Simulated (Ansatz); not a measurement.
```yaml
crystal:
  periodic: [false, false, false]
  atoms:
    - {symbol: C, position_ang: [-3.992142, 2.073853, -0.037823]}
    - {symbol: Si, position_ang: [-3.925492, 0.395651, 0.782125]}
    - {symbol: C, position_ang: [-4.832434, -0.900804, -0.212736]}
    - {symbol: Cl, position_ang: [-4.857517, 0.548730, 2.649490]}
    - {symbol: C, position_ang: [-2.147637, -0.122210, 1.128728]}
    - {symbol: C, position_ang: [-1.296198, -0.300982, -0.129374]}
    - {symbol: C, position_ang: [0.126707, -0.693187, 0.214726]}
    - {symbol: F, position_ang: [0.149123, -1.879177, 0.875830]}
    - {symbol: F, position_ang: [0.684772, 0.240528, 1.029335]}
    - {symbol: C, position_ang: [1.026452, -0.822920, -1.035975]}
    - {symbol: F, position_ang: [0.388577, -1.627014, -1.918844]}
    - {symbol: F, position_ang: [1.155863, 0.402324, -1.595129]}
    - {symbol: C, position_ang: [2.447030, -1.432745, -0.889118]}
    - {symbol: F, position_ang: [2.968325, -1.483568, -2.130933]}
    - {symbol: F, position_ang: [2.321590, -2.690646, -0.428764]}
    - {symbol: C, position_ang: [3.493541, -0.740786, 0.031624]}
    - {symbol: F, position_ang: [4.628853, -1.459917, -0.116037]}
    - {symbol: F, position_ang: [3.082465, -0.844813, 1.305146]}
    - {symbol: C, position_ang: [3.836108, 0.741992, -0.269592]}
    - {symbol: F, position_ang: [2.860963, 1.528019, 0.214254]}
    - {symbol: F, position_ang: [3.941115, 0.928113, -1.597900]}
    - {symbol: C, position_ang: [5.171887, 1.203277, 0.372438]}
    - {symbol: F, position_ang: [5.221697, 0.835127, 1.652656]}
    - {symbol: F, position_ang: [5.240027, 2.531706, 0.301617]}
    - {symbol: F, position_ang: [6.210793, 0.686698, -0.275226]}
    - {symbol: H, position_ang: [-3.524367, 2.048249, -1.036405]}
    - {symbol: H, position_ang: [-3.468382, 2.831480, 0.566573]}
    - {symbol: H, position_ang: [-5.034696, 2.406194, -0.165008]}
    - {symbol: H, position_ang: [-5.890805, -0.623981, -0.342581]}
    - {symbol: H, position_ang: [-4.389842, -1.014026, -1.216679]}
    - {symbol: H, position_ang: [-4.799917, -1.881059, 0.288892]}
    - {symbol: H, position_ang: [-2.163901, -1.063037, 1.705710]}
    - {symbol: H, position_ang: [-1.690425, 0.636038, 1.787514]}
    - {symbol: H, position_ang: [-1.240328, 0.628158, -0.720926]}
    - {symbol: H, position_ang: [-1.701813, -1.085253, -0.787609]}
basis:
  gaussian: {orbitals: def2-TZVP, fitting: {mean_field: def2-universal-jkfit}, point_charges: [{charge: 0.50, position_ang: [9.287, -0.660, 0.628]}]}
total_charge: -1
magnetization: {spin_polarized: true, initial_magnetization: 1}
hamiltonian: {xc: {name: r2SCANh}, pseudopotentials: {relativity: scalar}}
scf: {lower_state_search: light}
output: {forces: true}
```

```sh
$ ansatz run in.yaml --threads 2 --pin off --events-out ev --progress --plain --max-ram 32768MiB --backend cuda --devices 0, --max-vram 18GiB
```

It prints (some lines left out):

```
Functional definition: r2SCANh
2187 factors; integrals over basis functions are off by at most 1.6e0 eV
mean field evaluation 1: about -66309.9243 eV, gradient 7.4e1 eV
mean field evaluation 2: about -66146.6202 eV, gradient 1.6e2 eV
mean field evaluation 4: about -66331.4243 eV, gradient 1.2e1 eV
mean field evaluation 8: about -66331.4518 eV, gradient 1.2e1 eV
mean field evaluation 16: about -66332.9114 eV, gradient 1.8e-1 eV
mean field evaluation 32: about -66332.9163 eV, gradient 4.6e-7 eV
mean field evaluation 64: about -66332.8450 eV, gradient 2.7e0 eV
mean field evaluation 96: about -66332.8854 eV, gradient 1.8e-1 eV
mean field evaluation 128: about -66332.9082 eV, gradient 5.3e-1 eV
mean field evaluation 160: about -66332.9032 eV, gradient 2.0e-1 eV
mean field -66332.93923320 eV, -2437.6905547391 hartree, gradient 2.4e-6 eV, S^2 0.751385; 20 other end points of the search recorded, 0 dependent functions left out
reference -66332.93925348 eV, -2437.6905554841 hartree; 110, 109 occupied and 737, 738 virtual orbitals, 2187 factors
Total energy: -66332.93925348 eV, -2437.6905554841 hartree
Relativity: scalar
Atom 0 at    -3.992142     2.073853    -0.037823 Å, force    -0.100662     0.155386     0.063485 eV/Å
Atom 1 at    -3.925492     0.395651     0.782125 Å, force     0.231968    -0.008970    -0.199772 eV/Å
Atom 2 at    -4.832434    -0.900804    -0.212736 Å, force    -0.173305    -0.095056     0.035906 eV/Å
Atom 3 at    -4.857517     0.548730     2.649490 Å, force    -0.045611     0.004369     0.034686 eV/Å
Atom 4 at    -2.147637    -0.122210     1.128728 Å, force    -0.092693     0.025678     0.256922 eV/Å
Atom 5 at    -1.296198    -0.300982    -0.129374 Å, force     0.259491    -0.120241    -0.032876 eV/Å
Atom 6 at     0.126707    -0.693187     0.214726 Å, force    -0.295828     0.417035    -0.579365 eV/Å
Atom 7 at     0.149123    -1.879177     0.875830 Å, force    -0.051527    -0.286286     0.229364 eV/Å
Atom 8 at     0.684772     0.240528     1.029335 Å, force    -0.060465     0.003112     0.062521 eV/Å
Atom 9 at     1.026452    -0.822920    -1.035975 Å, force     0.529698    -0.663763     0.927405 eV/Å
Atom 10 at     0.388577    -1.627014    -1.918844 Å, force    -0.134589    -0.051715    -0.197949 eV/Å
Atom 11 at     1.155863     0.402324    -1.595129 Å, force    -0.221719     0.474992    -0.344776 eV/Å
Atom 12 at     2.447030    -1.432745    -0.889118 Å, force     0.182810     2.325395     1.413745 eV/Å
Atom 13 at     2.968325    -1.483568    -2.130933 Å, force     0.519195    -0.665460    -0.803366 eV/Å
Atom 14 at     2.321590    -2.690646    -0.428764 Å, force    -0.358230    -2.155145    -0.272403 eV/Å
Atom 15 at     3.493541    -0.740786     0.031624 Å, force    -1.660639     0.741301    -1.896728 eV/Å
Atom 16 at     4.628853    -1.459917    -0.116037 Å, force     0.984973    -0.463017    -0.264497 eV/Å
Atom 17 at     3.082465    -0.844813     1.305146 Å, force    -0.281001     0.134912     0.916634 eV/Å
Atom 18 at     3.836108     0.741992    -0.269592 Å, force     0.585193    -1.032709     1.831538 eV/Å
Atom 19 at     2.860963     1.528019     0.214254 Å, force     0.006722     0.234686     0.205894 eV/Å
Atom 20 at     3.941115     0.928113    -1.597900 Å, force     0.367295     0.185936    -1.123057 eV/Å
Atom 21 at     5.171887     1.203277     0.372438 Å, force    -2.088761    -0.296684    -1.306647 eV/Å
Atom 22 at     5.221697     0.835127     1.652656 Å, force     0.475760     0.234085     0.506365 eV/Å
Atom 23 at     5.240027     2.531706     0.301617 Å, force     0.745098     0.968076     0.502108 eV/Å
Atom 24 at     6.210793     0.686698    -0.275226 Å, force     0.834038    -0.129795     0.017278 eV/Å
Atom 25 at    -3.524367     2.048249    -1.036405 Å, force    -0.046716    -0.062085     0.153990 eV/Å
Atom 26 at    -3.468382     2.831480     0.566573 Å, force    -0.086458    -0.207375    -0.148238 eV/Å
Atom 27 at    -5.034696     2.406194    -0.165008 Å, force     0.151366    -0.081986     0.010263 eV/Å
Atom 28 at    -5.890805    -0.623981    -0.342581 Å, force     0.216947    -0.021280     0.017632 eV/Å
Atom 29 at    -4.389842    -1.014026    -1.216679 Å, force    -0.027677     0.065003     0.164504 eV/Å
Atom 30 at    -4.799917    -1.881059     0.288892 Å, force     0.041464     0.228582    -0.114371 eV/Å
Atom 31 at    -2.163901    -1.063037     1.705710 Å, force    -0.024157     0.238597    -0.171322 eV/Å
Atom 32 at    -1.690425     0.636038     1.787514 Å, force    -0.163051    -0.212941    -0.207927 eV/Å
Atom 33 at    -1.240328     0.628158    -0.720926 Å, force    -0.103303    -0.104389     0.149432 eV/Å
Atom 34 at    -1.701813    -1.085253    -0.787609 Å, force     0.047211     0.194837     0.188810 eV/Å
Dipole moment:    -0.054612     0.119106    -0.125044 e Å
```

Hardware: 2 threads of AMD EPYC 7R13 on a shared host and a share (18 GiB) of an NVIDIA H100 80GB HBM3. Wall time 2.2 min, peak host memory 2 GiB.

The highest occupied level of an anion often lies above zero with these methods, and sets without diffuse functions describe the outer electron poorly.

The dipole of an ion depends on the origin.
